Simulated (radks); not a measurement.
Q: Se+, configuration [Ar] 3d10 4s0.5 4p4.5 (fractional occupations, a model configuration). Method: Dirac Kohn-Sham, BLYP, spin-unpolarised, spherical densities, point nucleus; open shells fill j = l - 1/2 first; computed with a radial shooting solver on a logarithmic mesh with Libxc functionals. Some entries of the table are withheld. Estimate them.

orbital,occ.,eigenvalue (eV),<r^2> (bohr^2),r(max) (bohr)
1s1/2,2,-12516.98,0.002616,0.02879
2s1/2,2,-1619.566,0.04522,0.1646
2p1/2,2,-1454.502,(1),(2)
2p3/2,4,-1412.707,(3),(4)
3s1/2,2,-225.9118,0.3795,0.5023
3p1/2,2,(5),(6),0.4945
3p3/2,4,(7),(8),0.5031
3d3/2,4,-66.2769,0.4900,0.4505
3d5/2,6,-65.3783,0.4967,0.4532
4s1/2,0.5,-27.9878,3.381,(9)
4p1/2,2,-16.5542,4.899,(10)
4p3/2,2.5,-16.0807,5.077,(11)

A: 
(1) 2p1/2 <r^2> (bohr^2): 0.03486
(2) 2p1/2 r(max) (bohr): 0.1295
(3) 2p3/2 <r^2> (bohr^2): 0.03632
(4) 2p3/2 r(max) (bohr): 0.1327
(5) 3p1/2 eigenvalue (eV): -169.4842
(6) 3p1/2 <r^2> (bohr^2): 0.3980
(7) 3p3/2 eigenvalue (eV): -163.5971
(8) 3p3/2 <r^2> (bohr^2): 0.4124
(9) 4s1/2 r(max) (bohr): 1.477
(10) 4p1/2 r(max) (bohr): 1.701
(11) 4p3/2 r(max) (bohr): 1.731
